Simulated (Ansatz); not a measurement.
Geometry optimisation, RKS PBE-D4/def2-SVP (Ansatz 0.2.0).

input.yaml

```yaml
crystal:
  periodic: [false, false, false]
  atoms:
    - { symbol: B, position_ang: [0.045773, 0.309445, -0.014401] }
    - { symbol: F, position_ang: [-0.061457, 0.450262, 1.306053] }
    - { symbol: H, position_ang: [1.108041, 0.445338, -0.574639] }
    - { symbol: F, position_ang: [-1.087768, 0.178293, -0.694869] }
    - { symbol: O, position_ang: [0.201575, -2.20429, 0.62736] }
    - { symbol: H, position_ang: [-0.701967, -2.364966, 0.288593] }
    - { symbol: H, position_ang: [0.025002, -1.667682, 1.441502] }
basis:
  gaussian: { orbitals: def2-SVP }
hamiltonian:
  xc: pbe
  dispersion: d4
relax:
  f_tol: 0.03
  max_steps: 50
output:
  orbitals: {}
```

Launched with:

```bash
$ ansatz run input.yaml --threads 2 --pin off --max-ram 3072MiB --backend cpu --events-out ev --progress --plain --runs-dir out
```

Q: Where does it end, and by what steps?

A: The forces met the threshold. After 7 steps the energy has fallen by 0.249 eV; O5 moved furthest, 0.47 Å.

| step | energy less start (eV) | largest force component (eV/Å) | accepted |
| --- | --- | --- | --- |
| 0 | 0.0000 | 0.621 | yes |
| 1 | -0.0328 | 1.575 | yes |
| 2 | -0.1328 | 1.474 | yes |
| 3 | -0.1967 | 1.169 | yes |
| 4 | -0.2393 | 0.192 | yes |
| 5 | -0.2426 | 0.209 | yes |
| 6 | -0.2478 | 0.055 | yes |
| 7 | -0.2486 | 0.012 | yes |

```xyz
7
Properties=species:S:1:pos:R:3
B 0.053 0.008 0.078
F -0.073 0.521 1.343
H 1.089 0.218 -0.526
F -1.116 -0.034 -0.636
O 0.184 -1.748 0.502
H -0.661 -2.096 0.145
H 0.054 -1.722 1.474
```

Time of the run: 8.7 s on 2 threads of Arm Neoverse V1, with other jobs on the host, peak memory 0.13 GiB.
